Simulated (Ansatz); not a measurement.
`[F][Ga]([F])[F]` + HCl → `[F][Ga]([F])[Cl]` + H–F at 600 K and 1 bar (ligand exchange at a Ga–F bond).

Gas-phase electronic energies from Ansatz, PBE0-D4/def2-TZVP geometries. CCSD(T)/CBS adds triple-zeta CCSD(T) − MP2 to the extrapolated MP2 energy (def2 sets, frozen cores). This one scheme is used for every species. For Ga outer-core shells are correlated without core-valence functions, which leaves a few kJ/mol of doubt a bond. Scalar relativity is left out up to krypton.

```csv
species,CCSD(T)/CBS energy (Eh),H − E (kJ/mol),S (J/(mol·K))
`[F][Ga]([F])[F]`,-2223.43412,53.8,343.2
HCl,-460.38127,35.4,207.2
`[F][Ga]([F])[Cl]`,-2583.43598,52.9,364.8
H–F,-100.39570,42.3,194.0
```

H − E and S are ideal-gas, rigid-rotor, harmonic terms from PBE0-D4/def2-TZVP. 1 Eh = 2625.50 kJ/mol, R = 8.31446 J/(mol·K).

**Question.** By hand: ΔE, ΔH, ΔS and ΔG.

**Answer.** ΔE = (-2583.43598) + (-100.39570) − (-2223.43412) − (-460.38127) = -0.01629 Eh = -42.8 kJ/mol. Δ(H − E) = 52.9 + 42.3 − 53.8 − 35.4 = 6.0, so ΔH = -36.8 kJ/mol. ΔS = 364.8 + 194.0 − 343.2 − 207.2 = 8.4 J/(mol·K). ΔG = -36.8 − 600 × (8.4)/1000 = -41.8 kJ/mol.

**Question.** By hand: the equilibrium constant, and the temperature at which ΔG would vanish if ΔH and ΔS stayed fixed.

**Answer.** log₁₀ K = −ΔG/(RT ln 10) = 3.6. ΔH and −TΔS have one sign here, so there is no such temperature.

The number of gas molecules stays the same, so ΔS is small and ΔH decides. A doubt of 5 kJ/mol in ΔE shifts log₁₀ K by 0.4 here. These are equilibria of isolated gas molecules and say nothing of rates. Largest T1 diagnostic: 0.015 (customary marks: 0.02 for closed shells, 0.045 for open ones).
